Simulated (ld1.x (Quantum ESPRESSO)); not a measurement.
Cutoff test, Li (Z = 3), RRKJ

| Property | Result |
| --- | --- |
| Element | lithium |
| Generator | ld1.x (Quantum ESPRESSO) 7.5 |
| Type | norm-conserving RRKJ (Kleinman–Bylander form) |
| Functional | PBE |
| Relativity | scalar-relativistic |
| Frozen core | [He] |
| Valence charge | 1 |
| Reference configuration | 2s1 2p0 |
| Partial waves | 2p (bound, empty): rc 4.20 bohr; 3d channel at -0.05 Ry: rc 3.90 bohr; 2s (bound): rc 1.90 bohr |
| Local potential | the s channel |
| Core correction | Bessel-smoothed model core inside 1.45 bohr |
| rho0 | 0.005 |

The pseudo-atom Hamiltonian at the reference potential is diagonalised in spherical Bessel functions j_l(qr) that vanish at 20 bohr, with q² up to the cutoff. All-electron valence levels (Ry): 2p -0.0801, 2s -0.2112.

How do the lowest levels (Ry) of each channel move with the cutoff, and are there ghosts?

| cutoff (Ry) | p #1 | p #2 | d #1 | s #1 | f #1 | Σ f·Δε (mRy) |
| --- | --- | --- | --- | --- | --- | --- |
| 8 | -0.0801 | 0.0384 | 0.0439 | -0.2106 | 0.0982 | 0.6 |
| 10 | -0.0801 | 0.0384 | 0.0439 | -0.2107 | 0.0982 | 0.6 |
| 400 | -0.0801 | 0.0384 | 0.0439 | -0.2112 | 0.0982 | 0.0 |

Result: no extra level below or beside the all-electron valence levels (p, d, s, f tested); 10 mRy is reached at 6 Ry and 1 mRy at 6 Ry.
